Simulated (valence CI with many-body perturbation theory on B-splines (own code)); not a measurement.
## Mn⁴⁺: E2, M1 decay

Level of theory: configuration interaction combined with many-body perturbation theory (CI+MBPT): three valence electrons over a frozen Dirac-Fock core [Ar], radial functions for each j: 9 s, 9 p, 10 d, 8 f, 5 g, 3 h, 1 i, with the one-electron correlation potential Σ1 (screened to all orders), the two-electron term Σ2, the three-electron term Σ3, Breit, model QED; selected single and double excitations, second order for the rest, scaled by the run's own slope (own B-spline code, finite nucleus).

Set against measurement, 62 paired levels are off by 835 cm⁻¹ on average, the worst by 1518. These come from a selection out of Corliss and Sugar, J. Phys. Chem. Ref. Data 6, 1253 (1977). Levels without a partner in it may be off by more, other configurations by 1,000 to 8,000 cm⁻¹.

Lines 51 to 100 of 119 in falling wavelength, among levels below 270780 cm⁻¹, chosen from the decays that carry over 1 % of a level's rate. Wavelengths and rates use the calculated energies, so an error of 800 cm⁻¹ moves a line at 410.7 nm by 3.3 % and its rate by three times that or more. Electric multipoles are in the length gauge, E1 and E2 with the static RPA response of the core. S is in atomic units (e²a₀⁴ for E2 and M2, e²a₀⁶ for E3), for M1 in squared Bohr magnetons. Weak lines are less certain than strong ones. Lines between different terms over intervals too small for the method are left out, as are lines whose strength nearly cancels and 1 of this kind that miss the measured wavelength by over 7 %.

Names give the largest LS component (configuration and term), which can be under half, so a name can repeat, a term be missing and a line seem to break the LS rules; names also repeat where a configuration has a term twice. Letters in brackets count levels of one name in rising energy.

| λ vac (nm) | λ from measured levels | Upper | Lower | Type | A (s⁻¹) | S (a.u.) |
| --- | --- | --- | --- | --- | --- | --- |
| 410.7 | 420.3 | 3d³ ²D_5/2 [a] | 3d³ ⁴F_7/2 | M1 | 4.40e-01 | 6.78e-03 |
| 402.8 | 412.0 | 3d³ ²D_5/2 [a] | 3d³ ⁴F_5/2 | M1 | 5.61e-02 | 8.15e-04 |
| 402.5 | 411.3 | 3d³ ²D_3/2 [a] | 3d³ ⁴F_5/2 | M1 | 3.45e-01 | 3.33e-03 |
| 397.2 | 406.0 | 3d³ ²D_5/2 [a] | 3d³ ⁴F_3/2 | M1 | 1.82e-02 | 2.54e-04 |
| 396.9 | 405.3 | 3d³ ²D_3/2 [a] | 3d³ ⁴F_3/2 | M1 | 1.86e-01 | 1.73e-03 |
| 260.6 | 263.6 | 3d³ ²D_5/2 [b] | 3d³ ²D_3/2 [a] | E2 | 1.10e+00 | 7.07e-01 |
| 260.6 | 263.6 | 3d³ ²D_5/2 [b] | 3d³ ²D_3/2 [a] | M1 | 1.53e-01 | 6.03e-04 |
| 260.5 | 263.3 | 3d³ ²D_5/2 [b] | 3d³ ²D_5/2 [a] | E2 | 6.17e-01 | 3.96e-01 |
| 258.9 | 261.6 | 3d³ ²D_3/2 [b] | 3d³ ²D_5/2 [a] | M1 | 3.64e-01 | 9.36e-04 |
| 258.9 | 261.6 | 3d³ ²D_3/2 [b] | 3d³ ²D_5/2 [a] | E2 | 2.75e-01 | 1.14e-01 |
| 255.0 | 256.3 | 3d³ ²F_7/2 | 3d³ ⁴F_9/2 | M1 | 1.06e-01 | 5.21e-04 |
| 251.3 | 252.6 | 3d³ ²F_7/2 | 3d³ ⁴F_7/2 | M1 | 8.14e-03 | 3.83e-05 |
| 249.9 | 253.0 | 3d³ ²D_5/2 [b] | 3d³ ²P_1/2 | E2 | 4.70e-01 | 2.46e-01 |
| 249.6 | 250.8 | 3d³ ²F_5/2 | 3d³ ⁴F_7/2 | M1 | 1.67e-02 | 5.76e-05 |
| 249.1 | 252.0 | 3d³ ²D_5/2 [b] | 3d³ ²P_3/2 | E2 | 6.44e-01 | 3.31e-01 |
| 248.4 | 251.4 | 3d³ ²D_3/2 [b] | 3d³ ²P_1/2 | E2 | 1.12e+00 | 3.79e-01 |
| 248.4 | 249.6 | 3d³ ²F_7/2 | 3d³ ⁴F_5/2 | M1 | 4.21e-02 | 1.91e-04 |
| 247.7 | 250.4 | 3d³ ²D_3/2 [b] | 3d³ ²P_3/2 | E2 | 1.78e+00 | 5.93e-01 |
| 246.7 | 247.8 | 3d³ ²F_5/2 | 3d³ ⁴F_5/2 | M1 | 1.35e-02 | 4.52e-05 |
| 244.5 | 245.7 | 3d³ ²F_5/2 | 3d³ ⁴F_3/2 | M1 | 9.40e-02 | 3.06e-04 |
| 220.2 | 226.2 | 3d³ ²D_5/2 [b] | 3d³ ²G_9/2 | E2 | 8.60e+00 | 2.39e+00 |
| 217.8 | 223.6 | 3d³ ²D_5/2 [b] | 3d³ ²G_7/2 | E2 | 7.56e-01 | 1.99e-01 |
| 217.3 | 219.5 | 3d³ ²D_5/2 [b] | 3d³ ⁴P_5/2 | M1 | 5.49e-01 | 1.25e-03 |
| 216.7 | 222.4 | 3d³ ²D_3/2 [b] | 3d³ ²G_7/2 | E2 | 9.93e+00 | 1.69e+00 |
| 214.1 | 216.2 | 3d³ ²D_3/2 [b] | 3d³ ⁴P_3/2 | M1 | 2.05e-01 | 2.98e-04 |
| 70.77 | 70.01 | 3d²4s ²F_5/2 | 3d³ ²F_5/2 | E2 | 6.49e+02 | 6.18e-01 |
| 70.09 | 69.34 | 3d²4s ²F_7/2 | 3d³ ²F_7/2 | E2 | 7.82e+02 | 9.45e-01 |
| 65.61 |  | 3d²4s ²D_5/2 | 3d³ ²F_7/2 | E2 | 1.46e+03 | 9.50e-01 |
| 63.69 | 62.95 | 3d²4s ²F_5/2 | 3d³ ²D_3/2 [a] | E2 | 1.02e+03 | 5.73e-01 |
| 63.69 | 62.93 | 3d²4s ²F_5/2 | 3d³ ²D_5/2 [a] | E2 | 5.58e+02 | 3.13e-01 |
| 63.32 | 63.07 | 3d²4s ²F_5/2 | 3d³ ²H_9/2 | E2 | 9.56e+03 | 5.21e+00 |
| 63.25 | 62.51 | 3d²4s ²F_7/2 | 3d³ ²D_3/2 [a] | E2 | 1.49e+03 | 1.08e+00 |
| 63.25 | 62.50 | 3d²4s ²F_7/2 | 3d³ ²D_5/2 [a] | E2 | 3.24e+03 | 2.34e+00 |
| 63.08 | 62.39 | 3d²4s ⁴F_5/2 | 3d³ ⁴P_5/2 | E2 | 3.18e+02 | 1.70e-01 |
| 63.05 | 62.36 | 3d²4s ⁴F_3/2 | 3d³ ⁴P_3/2 | E2 | 7.49e+02 | 2.66e-01 |
| 63.04 | 62.32 | 3d²4s ²F_5/2 | 3d³ ²P_1/2 | E2 | 1.15e+03 | 6.15e-01 |
| 63.03 | 62.77 | 3d²4s ²F_7/2 | 3d³ ²H_11/2 | E2 | 1.02e+04 | 7.22e+00 |
| 62.99 | 62.26 | 3d²4s ²F_5/2 | 3d³ ²P_3/2 | E2 | 2.55e+03 | 1.35e+00 |
| 62.98 | 62.30 | 3d²4s ⁴F_3/2 | 3d³ ⁴P_1/2 | E2 | 1.86e+03 | 6.60e-01 |
| 62.90 | 62.22 | 3d²4s ⁴F_5/2 | 3d³ ⁴P_3/2 | E2 | 1.53e+03 | 8.06e-01 |
| 62.89 | 62.63 | 3d²4s ²F_7/2 | 3d³ ²H_9/2 | E2 | 9.18e+02 | 6.45e-01 |
| 62.86 | 62.18 | 3d²4s ⁴F_7/2 | 3d³ ⁴P_5/2 | E2 | 1.07e+03 | 7.51e-01 |
| 62.83 | 62.15 | 3d²4s ⁴F_5/2 | 3d³ ⁴P_1/2 | E2 | 8.29e+02 | 4.35e-01 |
| 62.68 | 62.00 | 3d²4s ⁴F_7/2 | 3d³ ⁴P_3/2 | E2 | 1.62e+03 | 1.12e+00 |
| 62.59 | 61.91 | 3d²4s ⁴F_9/2 | 3d³ ⁴P_5/2 | E2 | 2.72e+03 | 2.33e+00 |
| 62.56 | 61.84 | 3d²4s ²F_7/2 | 3d³ ²P_3/2 | E2 | 4.70e+02 | 3.21e-01 |
| 60.96 | 60.56 | 3d²4s ²F_5/2 | 3d³ ²G_9/2 | E2 | 1.91e+03 | 8.62e-01 |
| 60.78 | 60.37 | 3d²4s ²F_5/2 | 3d³ ²G_7/2 | E2 | 9.57e+03 | 4.25e+00 |
| 60.56 | 60.16 | 3d²4s ²F_7/2 | 3d³ ²G_9/2 | E2 | 9.08e+03 | 5.28e+00 |
| 60.38 | 59.97 | 3d²4s ²F_7/2 | 3d³ ²G_7/2 | E2 | 9.44e+02 | 5.41e-01 |
